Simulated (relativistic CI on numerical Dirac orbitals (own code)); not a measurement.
Pt⁵⁺: 4f photoemission

Computed with this model: Dirac-Coulomb-Breit CI, orbitals from a KLI potential per configuration, model QED, multiplet model of photoemission in the sudden approximation, unscaled Slater integrals; configurations [Xe] 4f14 5d5 → [Xe] 4f13 5d5; 300 K; Lorentzian 0.25 eV and Gaussian 0.5 eV FWHM. Energies are those of the free ion, without screening or charge transfer. The energies are binding energies and can lie tens of eV above those of solids. S is read from ⟨S²⟩ = S(S + 1).

Field parameters in Wybourne normalisation: Oh B⁴₀ = 21Dq, B⁴₄ = √(5/14) B⁴₀. The field is a parameter set, without covalency.

free ion: ground-state S = 2.38, centroid 151.30 eV. Peaks (eV, height): 149.4 (100), 152.9 (70), 154.3 (19), 155.5 (8).

Oh, 10Dq = 10000 cm⁻¹: ground-state S = 2.34, centroid 151.29 eV. Peaks (eV, height): 149.5 (100), 152.9 (58), 155.4 (8).

Strongest unbroadened transitions for Oh, 10Dq = 10000 cm⁻¹:

```csv
Energy (eV),Relative strength
149.07,13.5
149.08,100.0
149.11,23.7
149.39,40.5
149.40,31.0
149.42,20.6
149.59,21.6
149.61,25.0
149.62,42.3
149.64,13.7
149.83,15.8
149.84,30.6
149.85,18.0
149.98,25.3
150.56,13.8
150.59,20.5
152.91,23.3
153.02,13.6
```
